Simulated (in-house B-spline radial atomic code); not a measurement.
The silver ion Ag⁺ is squeezed into an impenetrable sphere of radius R (the orbitals vanish at R). No spin polarisation. Computed with an all-electron radial atomic-structure program (B-spline basis): non-relativistic LDA VWN5, spherical fractional occupations, point nucleus.

Energies in eV above the free ion in [Kr] 4d10:

```csv
R (bohr),highest level (eV),[Kr] 4d10,[Kr] 4d9 4f1,[Ar] 3d9 4s2 4p6 4d10 4f1,-dE/dV in [Kr] 4d10 (GPa)
9.08,-16.2,7.702e-05,20.77,388.6,0.000164
5.57,-16,0.08753,26.84,394.8,0.478
5.19,-15.9,0.185,28.41,396.3,1.16
3.93,-14.3,2.23,37.88,405.6,24.9
3.72,-13.6,3.404,40.8,408.4,42.8
3.11,-9.79,12.06,55.67,422.4,230
2.44,2.3,55.27,108.4,472.3,1950
2.04,21.4,155.3,215.9,576.1,8800
1.77,47.8,336,402.1,759.2,27500
1.27,187,1702,1767,2139,322000
```

(1) Does [Kr] 4d9 4f1 fall below [Kr] 4d10 under compression?

(2) Does [Ar] 3d9 4s2 4p6 4d10 4f1 fall below [Kr] 4d10 under compression?

The highest level is first positive in the row R = 2.44 bohr, pushed up by confinement above the zero of the free ion's potential. Each configuration is held fixed and needn't be the lowest in the sphere.

## Answers

(1) No, it stays above over the whole range.

(2) No, it stays above over the whole range.
